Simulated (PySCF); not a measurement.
HCl2FGeO (SMILES [OH][Ge]([F])([Cl])[Cl]), singlet, geometry from GFN2-xTB; DF-CAMB3LYP/cc-pVDZ in PySCF.

Input for PySCF:
```python
from pyscf import gto, scf, dft

mol = gto.Mole()
mol.atom = '''
    O    -1.591260   -0.786519   -0.586762
    Ge   -0.155622   -0.097180    0.077933
    F    -0.331135   -0.339641    1.822678
    Cl    1.441990   -1.208313   -0.617492
    Cl   -0.082006    1.974720   -0.207622
    H    -2.429534   -0.570247   -0.176924
'''
mol.basis = 'cc-pvdz'
mol.charge = 0
mol.spin = 0
mol.verbose = 4
mol.max_memory = 1800
mol.build()

mf = dft.RKS(mol)
mf.xc = 'camb3lyp'
mf = mf.density_fit(auxbasis='def2-universal-jkfit')
mf.kernel()
```

What the program printed (banner, timings and long lists left out):

```
PySCF version 2.14.0

[INPUT] verbose = 4
[INPUT] num. atoms = 6
[INPUT] num. electrons = 84
[INPUT] charge = 0
[INPUT] spin (= nelec alpha-beta = 2S) = 0
[INPUT] symmetry False subgroup None
[INPUT] Mole.unit = angstrom
[INPUT] Symbol           X                Y                Z      unit          X                Y                Z       unit  Magmom
[INPUT]  1 O     -1.591260000000  -0.786519000000  -0.586762000000 AA   -3.007045592975  -1.486305501767  -1.108819480302 Bohr   0.0
[INPUT]  2 Ge    -0.155622000000  -0.097180000000   0.077933000000 AA   -0.294082958957  -0.183643584785   0.147272026066 Bohr   0.0
[INPUT]  3 F     -0.331135000000  -0.339641000000   1.822678000000 AA   -0.625754460258  -0.641828470673   3.444362233270 Bohr   0.0
[INPUT]  4 Cl     1.441990000000  -1.208313000000  -0.617492000000 AA    2.724966174362  -2.283380642752  -1.166890764110 Bohr   0.0
[INPUT]  5 Cl    -0.082006000000   1.974720000000  -0.207622000000 AA   -0.154968880571   3.731679972701  -0.392348717434 Bohr   0.0
[INPUT]  6 H     -2.429534000000  -0.570247000000  -0.176924000000 AA   -4.591153870319  -1.077610653355  -0.334337904863 Bohr   0.0

nuclear repulsion = 614.714679663476
number of shells = 29
number of NR pGTOs = 218
number of NR cGTOs = 96
basis = cc-pvdz
ecp = {}

******** <class 'pyscf.df.df_jk.DFRKS'> ********
method = DFRKS
initial guess = minao
damping factor = 0
level_shift factor = 0
DIIS = <class 'pyscf.scf.diis.CDIIS'>
diis_start_cycle = 1
diis_space = 8
diis_damp = 0
SCF conv_tol = 1e-09
SCF conv_tol_grad = None
SCF max_cycles = 50
direct_scf = False
XC library pyscf.dft.libxc version 7.1.2
    S. Lehtola, C. Steigemann, M. J. T. Oliveira, and M. A. L. Marques,  SoftwareX 7, 1–5 (2018)
XC functionals = camb3lyp
    T. Yanai, D. P. Tew, and N. C. Handy,  Chem. Phys. Lett. 393, 51 (2004)
radial grids:
    Treutler-Ahlrichs [JCP 102, 346 (1995); DOI:10.1063/1.469408] (M4) radial grids

becke partition: Becke, JCP 88, 2547 (1988); DOI:10.1063/1.454033
pruning grids: <function nwchem_prune>
grids dens level: 3
symmetrized grids: False
atomic radii adjust function: <function treutler_atomic_radii_adjust>
small_rho_cutoff = 0
Set gradient conv threshold to 3.16228e-05
Initial guess from minao.
tot grids = 96552
******** <class 'pyscf.df.df.DF'> ********
auxbasis = def2-universal-jkfit
Create RSH-DF object <pyscf.df.df.DF object> for omega=0.33
******** <class 'pyscf.df.df.DF'> ********
auxbasis = auxmol.basis = def2-universal-jkfit
init E= -3173.1692960953
  HOMO = -0.413083281860587  LUMO = -0.0785608830991649  gap/eV = 9.10282
cycle= 1 E= -3173.10656027961  delta_E= 0.0627  |g|= 0.964  |ddm|= 2.13
  HOMO = -0.298954730847528  LUMO = -0.0428993509041935  gap/eV = 6.96762
cycle= 2 E= -3172.99503177512  delta_E= 0.112  |g|= 1.29  |ddm|= 1.48
  HOMO = -0.40122217259049  LUMO = -0.0169138788146403  gap/eV = 10.45756
cycle= 3 E= -3173.29268695925  delta_E= -0.298  |g|= 0.0833  |ddm|= 0.809
  HOMO = -0.404941933195777  LUMO = -0.0108940324618034  gap/eV = 10.72259
cycle= 4 E= -3173.29410009893  delta_E= -0.00141  |g|= 0.031  |ddm|= 0.0906
  HOMO = -0.403681587504523  LUMO = -0.0109717112300305  gap/eV = 10.68618
cycle= 5 E= -3173.29430777421  delta_E= -0.000208  |g|= 0.00706  |ddm|= 0.0274
  HOMO = -0.4041702346233  LUMO = -0.0104938925038991  gap/eV = 10.71248
cycle= 6 E= -3173.29431570367  delta_E= -7.93e-06  |g|= 0.00349  |ddm|= 0.00638
  HOMO = -0.403941381417261  LUMO = -0.0103443910186645  gap/eV = 10.71032
cycle= 7 E= -3173.29431799765  delta_E= -2.29e-06  |g|= 0.000583  |ddm|= 0.00264
  HOMO = -0.404025746473967  LUMO = -0.0104238130956964  gap/eV = 10.71045
cycle= 8 E= -3173.2943180946  delta_E= -9.69e-08  |g|= 0.000109  |ddm|= 0.000687
  HOMO = -0.40400506118255  LUMO = -0.0104036861459873  gap/eV = 10.71044
cycle= 9 E= -3173.2943180985  delta_E= -3.91e-09  |g|= 2.4e-05  |ddm|= 0.000141
  HOMO = -0.404006894435903  LUMO = -0.0104052213814581  gap/eV = 10.71045
cycle= 10 E= -3173.29431809877  delta_E= -2.66e-10  |g|= 6.53e-06  |ddm|= 4.28e-05
  HOMO = -0.404006221217667  LUMO = -0.0104051330644661  gap/eV = 10.71043
Extra cycle  E= -3173.29431809877  delta_E= -2.73e-12  |g|= 5.11e-06  |ddm|= 1.28e-05
converged SCF energy = -3173.29431809877
```
